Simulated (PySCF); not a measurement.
C6H13OP.
InChI=1S/C6H13OP/c1-7-4-5-8-6-2-3-6/h6,8H,2-5H2,1H3

Theory: PySCF, TDDFT CAM-B3LYP/def2-SVPD, vertical, gas phase, core orbitals frozen in the response. One conformer (not necessarily the lowest) at the PBE0-D3(BJ)/def2-SVP geometry, without solvent, vibrations or thermal averaging. Torsions of this conformer, `[CH3:1][O:2][CH2:3][CH2:4][PH:5][CH:6]1[CH2:7][CH2:8]1`: C1–O2–C3–C4 -177°, O2–C3–C4–P5 59°, C3–C4–P5–C6 -179°, C4–P5–C6–C7 -94°.

Broadening: Gaussians 0.4 eV wide at half height, area fixed by f = 4.319×10⁻⁹ ∫ε dν̃. The cross-section is σ = 3.8235×10⁻²¹ ε cm², given in Mb (10⁻¹⁸ cm²). The width is an assumption, not a result. The curve ends short of the highest state used, and states not computed would add to its high-energy end.

(λ (nm), σ (Mb)): (164.6, 25.86), (166.5, 34.25), (168.4, 38.92), (170.4, 37.65), (172.3, 31.36), (174.3, 22.33), (176.2, 14.68), (178.2, 10.33), (180.1, 11.17), (182.0, 17.00), (184.0, 26.86), (185.9, 36.40), (187.9, 42.50), (189.8, 42.19), (191.8, 35.89), (193.7, 26.82), (195.6, 17.67), (197.6, 10.02), (199.5, 5.21), (201.5, 2.34), (203.4, 0.99), (205.4, 0.36), (207.3, 0.13), (209.2, 0.04)

Question: Where are the band maxima, and which computed states make them?

Answer: 189 nm (6.57 eV), ε about 11000, made up of S1 (26%) and S2 (74%); 169 nm (7.34 eV), ε about 10000, made up of S3 (22%), S4 (34%) and S5 (38%) (ε in L mol⁻¹ cm⁻¹; maxima over ε = 5, shares over 10%). The states used: S1 6.53 eV (f 0.045); S2 6.58 eV (f 0.125); S3 7.19 eV (f 0.048); S4 7.30 eV (f 0.053); S5 7.42 eV (f 0.065); S6 7.52 eV (f 0.015); S7 7.81 eV (f 0.015); S8 7.90 eV (f 0.0082); S9 7.97 eV (f 0.011); S10 8.13 eV (f 0.0043).

Question: What would ε be at 6.57 eV, the highest of these maxima, with half the width (0.2 eV)?

Answer: About 21800 L mol⁻¹ cm⁻¹ against 11300, a factor of about 1.9; a lone state at its own centre would give exactly 2.

Question: Coming from long wavelengths, where does ε first pass 100 L mol⁻¹ cm⁻¹?

Answer: At about 205 nm (6.04 eV), 0.49 eV below S1.

Question: On this curve, what absorbance would a 10⁻⁴ mol/L sample give at 193 nm over a 1 cm path?

Answer: 193 nm is 6.424 eV, where ε is about 7900 L mol⁻¹ cm⁻¹, so A = ε c l ≈ 0.79 (Beer–Lambert, with the gas-phase spectrum and the assumed width).

All these states lie below the vertical ionisation energy of 8.71 eV (ΔSCF).

Without π bonds the low states are Rydberg-like; a valence basis with one diffuse set may place them up to an eV too high.
